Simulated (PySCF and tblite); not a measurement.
Values are calculated unless marked as measured or tabulated.
C6H12O2, numbered as in [CH3:1][O:2][CH:3]1[CH2:4][CH2:5][O:6][CH2:7][CH2:8]1.

The ensemble was built from 90 distance-geometry starts (ETKDG and KDG, MMFF94s, GFN2-xTB) and rests on PBE0-D3(BJ)/def2-SVP geometries. Free energies are PBE0-D3(BJ)/def2-TZVP single points with GFN2-xTB rigid-rotor and vibrational terms (modes under about 100 cm⁻¹ blended into free rotors). Symmetry numbers and mirror images are counted. Conformers within 4 kcal/mol (GFN2-xTB free energy) were kept, 5 at most. GIAO shieldings: PBE0/pcSseg-1. Shifts are against TMS (¹H), TMS (¹³C) at the same level; of two unlike H on one atom, a is the less shielded. Codes: tblite and PySCF.

List the conformer-averaged shifts at 298.15 K.

¹H: 3.84 (H5a/H7a, 2H), 3.28 (H1, 3H), 3.20 (H5b/H7b, 2H), 2.82 (H3, 1H), 1.54 (H4a/H8a, 2H), 1.30 (H4b/H8b, 2H) ppm. ¹³C: 76.6 (C3), 66.5 (C5/C7), 55.3 (C1), 33.3 (C4/C8) ppm.

How do the conformers differ?

Torsions listed: C1–O2–C3–C4. The 6-ring runs over atoms 3–4–5–6–7–8. Of a mirror pair one member is shown.
| conformer | shape | weight % |
| --- | --- | --- |
| 1 | 6-ring chair (all substituents equatorial); 166° | 75.1 |
| 2 | 6-ring chair (O2 axial); 166° | 24.1 |
| 3 | 6-ring chair (all substituents equatorial); -63° | 0.9 |

| signal | 1 | 2 | 3 | average |
| --- | --- | --- | --- | --- |
| H1 | 3.28 | 3.26 | 3.16 | 3.28 |
| H3 | 2.70 | 3.18 | 3.35 | 2.82 |
| H4a/H8a | 1.58 | 1.42 | 1.13 | 1.54 |
| H4b/H8b | 1.25 | 1.46 | 1.84 | 1.30 |
| H5a/H7a | 3.89 | 3.66 | 3.92 | 3.84 |
| H5b/H7b | 3.10 | 3.49 | 3.16 | 3.20 |
| C1 | 55.2 | 55.8 | 48.3 | 55.3 |
| C3 | 77.6 | 73.6 | 74.2 | 76.6 |
| C4/C8 | 33.9 | 31.4 | 30.4 | 33.3 |
| C5/C7 | 67.5 | 63.4 | 68.3 | 66.5 |

Which signal moves most, for its nucleus, between 200 and 400 K through the change of populations alone?

H3: 2.78 ppm at 200 K, 2.80 ppm at 250 K, 2.82 ppm at 298.15 K, 2.84 ppm at 350 K, 2.85 ppm at 400 K.

Shifts are unscaled: against experiment ¹³C can be off by 15 ppm or more and ¹H by 0.8 ppm.
